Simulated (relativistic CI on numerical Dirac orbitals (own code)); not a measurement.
**Cd13+: sensitivity of the levels to the model**

Base calculation: Dirac-Coulomb-Breit CI, orbitals from a KLI potential per configuration, model QED, unscaled Slater integrals.

Configurations in the expansion (outside the closed core [Ar] 3d10): 4s2 4p5, 4s 4p6, 4s2 4p4 4d, 4s 4p5 4d, 4s2 4p4 4f, 4s 4p5 4f, 4p6 4d, 4s 4p4 4d2, 4s2 4p4 5s, 4s2 4p3 4d 4f, 4s2 4p4 5p, 4p5 4d2, 4p4 4d3, 4p4 4d2 4f, 4p4 4d2 5s. Double excitations out of closed p, d and f shells are left out; levels of such configurations are missing from the list, as are those of other unlisted configurations, and high levels can miss mixing partners. These lack a partner that the ground configuration has and come out too high: 4s2 4p4 5p.

Variants: (1) P86 correlation estimate; (2) Breit term removed; (3) non-relativistic limit. Shifts of the energy above 4s2 4p5 2P°_3/2, in cm⁻¹, for the lowest level and the first level of each name with at least 55 % of one term (blank where a level changes its place among those of its configuration and J or its character, or is not in the variant):

```
            Level    Base   Δ(1)   Δ(2)    Δ(3)
  4s2 4p5 2P°_3/2       0      0      0       0
  4s2 4p5 2P°_1/2   59956     +2   +885  -59956
    4s 4p6 2S_1/2  353401   +640   +355  -71470
4s2 4p4 4d 4D_5/2  465938  +1083  +1032  -27449
4s2 4p4 4d 4D_3/2  466313  +1084   +884  -27824
4s2 4p4 4d 4D_7/2  471316  +1082  +1279  -32827
4s2 4p4 4d 4F_9/2  491054  +1083  +1274  -22626
4s2 4p4 4d 4F_5/2  524814  +1084  +1511  -56386
4s2 4p4 4d 2D_5/2  552691  +1091  +1880  -69133
4s2 4p4 4d 2G_7/2  555932  +1088  +1777  -61910
4s2 4p4 4d 2F_5/2  560144  +1092  +1935  -70302
4s2 4p4 4d 2G_9/2  563922  +1085  +2154  -69900
4s2 4p4 4d 2S_1/2  642397  +1013  +1418  -59466
4s2 4p4 4d 2P_1/2  691211  +1089  +1961
```

At this charge energies of transitions that change n are usually good to better than 1 %, and those within a shell (Δn = 0) to a few per cent.

Ionisation energy from the two ground configurations alone: base 329.811 eV; P86 correlation estimate 331.458 eV; Breit term removed 329.976 eV. The NIST ASD value (theoretical) is 329 eV.

LS names give the leading component of a level, which can be under half, so a name can repeat, a term be missing and a line seem to break the LS rules.
